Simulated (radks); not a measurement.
Results of a calculation; reference values are marked as such.
Spherical jellium clusters: N electrons in a uniform positive sphere of charge N and radius rs N^(1/3), rs = 5.04 bohr. Level of theory: non-relativistic Kohn-Sham, PBE, spin-polarised, spherical densities (a radial shooting solver with Libxc functionals). Levels are named by radial order and angular momentum (1s, 1p, 1d, 2s, ...), and open shells are averaged over m.

N = 3, configuration 1s2 1p(up 1, down 0). This is the lowest configuration that the search found. Occupied and some empty levels:

level    occupation  eigenvalue (eV)  <r> (bohr)
1s up             1          -3.2047       5.382
1s down           1          -2.9369       5.026
1p up             1          -1.9910       6.733
1p down           0          -1.5625       6.727
1d up             0         -0.65465       8.742

Energy (eV): total -4.66759, kinetic 3.7090, external -39.286, Hartree 19.273, exchange-correlation -8.5787, background 20.215.

Electron density:

r (bohr)  n(r) (e/bohr^3)
0.246            0.003011
0.864            0.002989
1.48             0.002939
2.10             0.002850
2.72             0.002714
3.33             0.002520
3.95             0.002267
4.57             0.001961
5.19             0.001620
5.81             0.001270
6.42            0.0009402
7.04            0.0006534
7.66            0.0004279
8.28            0.0002684
8.89            0.0001640
9.51           0.00009868
10.1           0.00005884
10.8           0.00003485
11.4           0.00002056
12.0           0.00001219
